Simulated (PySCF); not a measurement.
**From computed data to an observable: entropy of an ideal gas**

Al(H)(I)(OH) (AlH2IO), SMILES [AlH]([I])[OH].

Geometry: B3LYP-D3(BJ)/def2-TZVP. The def2 effective core potentials stand for the cores of I; spin–orbit coupling is left out. The values are those of a single conformer.

B3LYP-D3(BJ)/def2-TZVP (PySCF) gives the harmonic wavenumbers 162, 336, 372, 479, 600, 679, 867, 2009, 3898 cm⁻¹ and the rotational temperatures 1.0744, 0.0851, 0.0789 K. The molar mass is 171.90 g/mol, the symmetry number 1, the spin multiplicity 1.

### Question
Work out the entropy at 298.15 K and 1 atm in the rigid-rotor, harmonic-oscillator model.

### Answer

Translation (Sackur–Tetrode at 1 atm): S = R[1.5 ln M + 2.5 ln T − 1.16487] = 172.9 J/(mol K).
Rotation: q = (√π/σ) T^1.5/√(θA θB θC) = 107000, S = R[ln q + 3/2] = 108.8 J/(mol K).
Vibration: with u = 1.4388 ν/T, each mode gives R[u/(e^u − 1) − ln(1 − e^−u)]:
```csv
ν (cm⁻¹),modes,u,S (J/(mol K))
162,1,0.78,10.57
336,1,1.62,5.15
372,1,1.80,4.48
479,1,2.31,2.98
600,1,2.90,1.88
679,1,3.28,1.39
867,1,4.18,0.67
2009,1,9.69,0.01
```
The stiffer modes add less than 0.005 each. Sum 27.1 J/(mol K).
Spin: R ln 1 = 0.0 J/(mol K).
Total 308.9 J/(mol K); the program's own thermochemistry gives 308.9. Translation makes up 56 % and vibration 9 %. Anharmonicity, hindered rotation and orbital degeneracy are left out.
